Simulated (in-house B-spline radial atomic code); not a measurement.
Levels of two electrons outside the [Ar] 3d10 core along the 30-electron series, above the ground level 4s2 J0; labels give the leading configuration and J, and a prime marks the next level of the same label. Computed with an all-electron radial atomic-structure program (B-spline basis): configuration interaction with many-body perturbation theory for the core, Breit and QED.

```tsv
ion	Z	first ionisation energy (eV)	excitation of 4s5s J1 (eV)	core correlation Breit and QED part of 4s5s J1 (eV)	excitation of 4s5p J0 (eV)	core correlation Breit and QED part of 4s5p J0 (eV)	excitation of 4s4p J1' (eV)	core correlation Breit and QED part of 4s4p J1' (eV)	excitation of 4s5p J1 (eV)	core correlation Breit and QED part of 4s5p J1 (eV)
Zn	30	9.2	6.487	0.59264	7.4145	0.61055	5.6569	0.37919	7.4177	0.61074
Ga+	31	20.4	12.663	0.68001	14.567	0.70675	8.691	0.21237	14.578	0.70691
Ge2+	32	34.0	19.602	0.72446	22.473	0.75405	11.346	0.1051	22.494	0.75374
As3+	33	49.7	27.265	0.75338	31.103	0.78211	13.863	0.02525	31.134	0.78093
Se4+	34	67.5	35.629	0.77457	40.433	0.79984	16.318	-0.039832	40.475	0.79757
Br5+	35	87.3	44.678	0.791	50.447	0.80953	18.75	-0.095133	50.499	0.80627
Kr6+	36	109.1	54.406	0.80406	61.102	0.7994	21.181	-0.14361	61.155	0.79061
Rb7+	37	132.7	64.806	0.81413	72.644	0.84091	23.624	-0.18727	72.683	0.83186
Sr8+	38	158.3	75.877	0.82178	84.658	0.83896	26.091	-0.22711	84.738	0.82024
Zr10+	40	215.0	100.03	0.83049	110.79	0.83353	31.138	-0.29774	110.89	0.82172
Nb11+	41	246.1	113.11	0.83175	124.88	0.82845	33.732	-0.3296	124.98	0.81627
Mo12+	42	279.1	126.86	0.83102	139.64	0.82151	36.384	-0.35956	139.75	0.8088
Tc13+	43	314.0	141.29	0.82841	155.09	0.81279	39.102	-0.38794	155.21	0.79947
```
